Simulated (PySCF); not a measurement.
Cartesian coordinates (Å):
```xyz
9

C      1.2990    -0.3771    -0.4638
C      0.3414    -0.1518     0.4241
C     -1.0578     0.2030     0.0577
S     -1.5617     1.8093     0.6801
H      1.1071    -0.3203    -1.5308
H      2.3082    -0.6244    -0.1569
H      0.5575    -0.1951     1.4883
H     -1.7721    -0.4921     0.5227
H     -1.2215     0.1485    -1.0214
```
Charge 0, spin multiplicity 2.

**Question.** Predict the total energy, dipole moment and highest occupied spin orbital from PBE0-D4/def2-TZVP in PySCF.

**Answer.** 
```yaml
total_energy: -515.2243 Ha
dipole_moment: 1.52 D
highest_occupied_spin_orbital: -6.68 eV
```
